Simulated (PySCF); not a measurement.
C4H12AlN.
Cartesian coordinates in Å at the PBE0-D3(BJ)/def2-SVP level; atoms count from 1:
```
atom  x, y, z in Å
C1    -1.7333   -0.3370   -1.2869
C2    -1.4980    0.7427   -0.2748
C3    -0.8757    0.5971    0.9166
C4    -0.1703   -0.5859    1.4483
Al5    1.8033   -0.4147    1.0480
N6     1.6310    0.3422   -0.8490
H7    -1.3125   -1.3036   -0.9734
H8    -2.8123   -0.4905   -1.4588
H9    -1.3061   -0.0868   -2.2750
H10   -1.9340    1.7221   -0.5038
H11   -0.8250    1.4965    1.5450
H12   -0.2708   -0.6437    2.5446
H13   -0.5392   -1.5350    1.0262
H14    2.6086   -1.7840    0.8145
H15    2.5449    0.8058    1.7845
H16    0.7083    0.8090   -0.8543
H17    1.6293   -0.3643   -1.5847
H18    2.3423    1.0349   -1.0810
```

A calculation gives these core lines: C 1s: 289.18 (area 1), 289.59 (area 1), 290.04 (area 1), 290.71 (area 1) eV; N 1s: 407.09 eV; Al 1s: 1565.26 eV.

Computed with PySCF, delta-SCF UKS SCAN, pcX-2 on the ionised atom, pcseg-1 elsewhere, spin-free X2C. One conformer (not necessarily the lowest) at the PBE0-D3(BJ)/def2-SVP geometry, without solvent, vibrations or thermal averaging.

Task: Assign the C 1s lines to atoms.

Result: 289.18 eV: C4 (allylic carbon); 289.59 eV: C2 (alkene CH carbon); 290.04 eV: C3 (alkene CH carbon); 290.71 eV: C1 (allylic carbon). The listed C 1s values span 1.53 eV, from C4 (bonded to C, 2 H and Al) to C1 (bonded to C and 3 H).

Bonded neighbours of each site: C1: C and 3 H; C2: C (double bond), C and H; C3: C (double bond), C and H; C4: C, 2 H and Al; Al5: N, C and 2 H; N6: 3 H and Al.

Task: Express the binding energy of C 1s of C2 in atomic units and per mole.

Result: 289.59 eV = 10.6422 Eh = 27941 kJ/mol.

Time: 2.0 min wall. Hardware: an Arm Neoverse V1 with one thread, on a shared host.
